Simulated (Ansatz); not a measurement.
The lowest singlet and triplet of P2 (SMILES P#P); geometries from B3LYP-D3(BJ)/def2-TZVP, each state relaxed from the structure named, with no frequency check.
Singlet (charge 0, multiplicity 1):
```xyz
2

P      0.0000     0.0000    -0.9447
P      0.0000     0.0000     0.9447
```
Triplet (charge 0, multiplicity 3):
```xyz
2

P      0.000     0.000    -1.035
P      0.000     0.000     1.035
```

| level | gap E(singlet) − E(triplet), adiabatic (kJ/mol) | cost |
|---|---|---|
| R-SVWN5/def2-TZVPP | -265.7 | ×0.5 |
| U-SVWN5/def2-TZVPP | -265.7 | ×0.5 |
| R-r2SCAN/def2-TZVPP | -223.4 | ×2 |
| R-B3LYP/def2-TZVPP | -230.4 | ×0.8 |
| U-B3LYP/def2-TZVPP | -230.4 | ×0.9 |
| R-PBE0/def2-TZVPP | -223.2 | ×1 |
| U-PBE0/def2-TZVPP | -223.2 | ×1 |
| R-BHLYP/def2-TZVPP | -216.0 | ×1 |
| U-B2PLYP/def2-TZVPP | -248.8 | ×2 |
| SA-CASSCF(10,8)/cc-pV(D+d)Z | -216.0 | - |
| SA-CASSCF(10,8)/cc-pV(Q+d)Z | -219.5 | - |
| SC-NEVPT2 on SA-CASSCF(10,8)/cc-pV(Q+d)Z | -222.4 | - |
| FIC-NEVPT4(SD) on SA-CASSCF(10,8)/cc-pV(T+d)Z | -212.1 | - |
| FIC-MRCISD+Q on SA-CASSCF(10,8)/cc-pV(Q+d)Z | -221.7 | - |

The rows run from -265.7 (R-SVWN5/def2-TZVPP) to -212.1 kJ/mol (FIC-NEVPT4(SD) on SA-CASSCF(10,8)/cc-pV(T+d)Z). The 4 U-functionals in def2-TZVPP without D3 or D4 span 42.5, from U-SVWN5 to U-PBE0.

A positive gap puts the triplet lower; no zero-point energy. R- takes a restricted singlet. U- takes an unrestricted singlet (broken symmetry where lower, unprojected). The triplet is unrestricted in single-reference levels. Active spaces average the two states.

Cores are frozen in the correlated methods.

Codes used: Ansatz (Gaussian orbitals). Values without a source in brackets are computed.

Costs are rough ratios of core time to R-PBE/def2-TZVPP (about 5 s over the structures, on one shared machine); a dash marks a level with no comparable run of its own. 

Measured: 1Σg+ below a 3Σ+ by 18794.5 cm-1 = 53.7 kcal/mol (between the minima) [Huber and Herzberg (1979), NIST Chemistry WebBook].

Ansatz is an electronic-structure program.
